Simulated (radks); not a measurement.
The numbers below are computed, except where a source is named.
Question: The mean radii <r> (bohr) of the occupied orbitals of an atom or ion are listed with their occupations. Level of theory: scalar-relativistic Kohn-Sham, r2SCAN, spin-unpolarised, spherical densities, finite nucleus; meta-GGA in the generalised Kohn-Sham scheme; Fermi nuclear charge, rms radius of each element as measured or else 0.836 A^(1/3) + 0.57 fm (a radial shooting solver on a logarithmic mesh with Libxc functionals).

orbital  occ.      <r>
1s          2  0.02558
2s          2   0.1097
2p          6  0.09620
3s          2   0.2914
3p          6   0.2895
3d         10   0.2665
4s          2   0.6740
4p          6   0.7150
4d         10   0.7980
5s          1    1.609
5p          6    1.825

Name the element and its charge.

Answer: Z = 56, barium, charge +3: Ba3+ in [Kr] 4d10 5s1 5p6. The 1s radius gives Z: for a bare nucleus <r> = (2 gamma + 1)/(2Z) with gamma = sqrt(1 - (Z/c)^2), 0.02523 bohr for Z = 56, and screening makes it slightly larger (0.02558 here). The occupations add up to 53, and the charge is Z minus that.
